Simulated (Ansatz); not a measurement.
Reaction (substitution at a C–C bond): `CC1(S)[SiH2]S1` + `O[SiH](F)[SiH3]` → `CO[SiH](F)[SiH3]` + `SC1[SiH2]S1`

Isolated molecules relaxed with PBE0-D4/def2-TZVP in Ansatz; ΔE leaves out vibrations. CBS: MP2 limit from def2 TZ/QZ plus the TZ coupled-cluster correction, frozen cores. Functionals use def2-TZVPP. B3LYP here is the variant with VWN-RPA as its local correlation; programs differ in this. Each species was taken in one conformer, which may not be the lowest.

CCSD(T)/CBS gives +15.1 kcal/mol.

**Question.** Another level gave +11.2 kcal/mol. Which?
A. ωB97X-V/def2-TZVPP
B. MP2/def2-TZVPP
C. r2SCAN-D4/def2-TZVPP
D. B3LYP/def2-TZVPP

**Answer.** D. B3LYP 11.2, ωB97X-V 13.0, r2SCAN-D4 14.0, MP2/def2-TZVPP 16.8 kcal/mol.

Largest T1 diagnostic among the species: 0.013.

The D4 term adds +1.6 kcal/mol with B3LYP and +0.8 kcal/mol with PBE0; it sums over pairs of atoms, weighted by their polarisabilities, and B3LYP, whose exchange is more repulsive, gets the larger term. In def2-TZVPP, CCSD(T) changes the Hartree–Fock value by +4.8 kcal/mol (the triples alone add +0.7 kcal/mol) and MP2 by +7.2 kcal/mol.
